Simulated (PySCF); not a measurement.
C₆H₈OS: calculation and literature

Atom-mapped SMILES (the numbers label the heavy atoms): `[CH3:1][S:2][CH2:3][c:4]1[cH:5][cH:6][cH:7][o:8]1`. Each H is labelled by its parent atom.

Fast rotation and ring inversion assumed for equivalent nuclei, isolated molecule, single conformer, no relativistic terms. PBE0-D3(BJ)/def2-TZVP geometry; shieldings: GIAO wB97X-D/pcSseg-2; PySCF 2.14.

Reference values: estimated from measurements, as parent shift plus tabulated substituent increment (solution, not stated per compound (mostly CDCl3 or CCl4); Pretsch, Buehlmann, Badertscher, Structure Determination of Organic Compounds, 4th ed. (2009)).
```csv
atoms,quantity,reference,computed,"computed, scaled"
H(C7),δ ¹H,7.34,7.43,7.06
H(C6),δ ¹H,6.29,6.73,6.41
H(C5),δ ¹H,6.17,6.62,6.32
```

Computed shifts are σ(ref) − σ with the named reference compound (TMS for H and C) calculated as an isolated molecule at the same level. The measured values may be among those fitted. Empirical linear scaling, fitted to shifts measured mostly in CDCl3 for H and C (δ vs TMS): ¹H (scatter 0.16 ppm rms, 0.18 ppm with the 5 outliers that the fit left out). A few per cent of atoms miss by over 2 rms, more outside the fitted compound classes.

How far are the unscaled ¹H shifts from the references?

Answers

Mean signed difference +0.33 ppm, mean absolute 0.33 ppm over 3 comparisons; the largest is +0.45 ppm at H(C5) (hydrogen on an aromatic CH).
